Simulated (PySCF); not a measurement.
# Rubidium: a sound run and one with changed settings

Sound run: Rb²⁺ [Ar] 3d10 4s2 4p5, Rb³⁺ [Ar] 3d10 4s2 4p4. All numbers are calculated (PySCF 2.14, a scalar-relativistic core potential, in def2-SVP with the def2 core potential (28 electrons)). The sound run starts from symmetry-adapted Hartree-Fock orbitals and uses a fine grid where one is needed.

Changed run: 6 angular points. This setting is unsound on purpose.

```
species  method  sound run (hartree)  changed run (hartree)  converged
   Rb²⁺     UHF            -22.68381              -22.68381        yes
   Rb²⁺  r2SCAN            -22.92971              -22.97790        yes
   Rb²⁺   B3LYP            -22.92590              -22.94619        yes
   Rb³⁺     UHF            -21.27642              -21.27642        yes
   Rb³⁺  r2SCAN            -21.47887              -21.51494        yes
   Rb³⁺   B3LYP            -21.47561              -21.49673        yes
```

Ionisation energy of Rb²⁺:

| method | sound run (eV) | changed run (eV) |
| --- | --- | --- |
| UHF | 38.297 | 38.297 |
| r2SCAN | 39.479 | 39.809 |
| B3LYP | 39.464 | 39.442 |

A coarse angular grid integrates products of high-l functions wrongly, so density functionals can shift, and the SCF can exploit the error; Hartree-Fock and MP2 need no grid.

For comparison, NIST gives 39.247 eV between the lowest levels.
